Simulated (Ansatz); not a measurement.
Total energies of [(OH)3Si]2NH (Si₂NO₆H₇) from Ansatz at PBE-D4/def2-TZVPD, gas phase (1 Eh = 27.2114 eV = 2625.5 kJ/mol). The reference geometry is relaxed at r2SCAN-D4/def2-SVP.

```csv
atom,x (Å),y (Å),z (Å)
Si1,-1.214,-0.987,0.469
O2,-2.186,-1.688,-0.671
O3,-1.755,0.409,1.150
O4,-1.109,-2.122,1.673
N5,0.266,-0.634,-0.368
Si6,1.160,0.821,-0.491
O7,1.887,0.918,-1.976
O8,0.046,2.024,-0.169
O9,2.381,1.092,0.591
H10,-2.893,-2.233,-0.305
H11,-1.382,1.206,0.729
H12,-0.852,-1.767,2.532
H13,0.624,-1.410,-0.923
H14,1.325,0.715,-2.733
H15,0.438,2.835,0.181
H16,3.263,0.819,0.313
```

```tsv
state	geometry	energy (Eh)
charge 0 singlet	reference	-1089.13769
charge -1 doublet	reference	-1089.13377
free Si atom (triplet)	–	-289.22297
free O atom (triplet)	–	-75.01069
free N atom (quartet)	–	-54.53224
free H atom (doublet)	–	-0.49962
```

(1) Work out the vertical electron affinity, to the doublet.

(2) What is the binding energy per atom against free atoms?

(1) E(charge 0 singlet) − E(charge -1 doublet) = -1089.13769 − (-1089.13377) = -0.00392 Eh = -0.11 eV; negative, so the extra electron isn't bound.

(2) Atoms: 2 × (-289.22297) + 6 × (-75.01069) + 1 × (-54.53224) + 7 × (-0.49962) = -1086.53966 Eh. Binding: -1086.53966 − (-1089.13769) = 2.59803 Eh = 70.70 eV, or 4.42 eV for each of 16 atoms (no zero-point energy, no counterpoise term).

At PBE-D4/def2-TZVPD the highest occupied level of the charge -1 doublet lies above zero (up to 1.55 eV). By energy differences it is unbound by 0.11 eV (vertical, against the charge 0 singlet, at PBE-D4/def2-TZVPD) and held by the finite basis.
